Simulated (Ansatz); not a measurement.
Species: C₂H₄Br₂, charge 0, singlet. C2H4Br2 (SMILES BrC(Br)C).
B3LYP-D3(BJ)/def2-TZVP minimum from Ansatz (a first-principles code):
```
C
H 1 1.0824
C 1 1.5066 2 113.45
H 3 1.0886 1 110.99 2 -180.00
H 3 1.0910 4 108.84 1 -120.66
H 3 1.0910 4 108.84 5 -118.68
Br 1 1.9632 2 105.03 3 -121.47
Br 1 1.9632 2 105.03 3 121.47
```

Total energies in cc-pVDZ, 26 correlated electrons, 30 frozen orbitals. UHF or UKS for unpaired electrons; spin-orbit terms are left out. Cores are frozen in correlated methods (noble-gas shells, and filled d and f shells in the p block). No relativity. Spin-orbit terms, left out, reach several kcal/mol for Br and I, and more for heavier atoms.

```json
[
 {"method": "HF", "program": "Ansatz", "energy (Eh)": "-5222.83589", "minus CCSDT(Q) (mEh)": "582.28"},
 {"method": "MP2", "program": "Ansatz", "energy (Eh)": "-5223.35772", "minus CCSDT(Q) (mEh)": "60.45"},
 {"method": "CCSD", "program": "Ansatz", "energy (Eh)": "-5223.40001", "minus CCSDT(Q) (mEh)": "18.16"},
 {"method": "CCSD(T)", "program": "Ansatz", "energy (Eh)": "-5223.41626", "minus CCSDT(Q) (mEh)": "1.92"},
 {"method": "CCSDT(Q)", "program": "Ansatz", "energy (Eh)": "-5223.41817", "minus CCSDT(Q) (mEh)": "0.00"}
]
```

Rough core times of Ansatz's runs on a shared machine: CCSD(T) under 20 s, CCSDT(Q) 10 min.
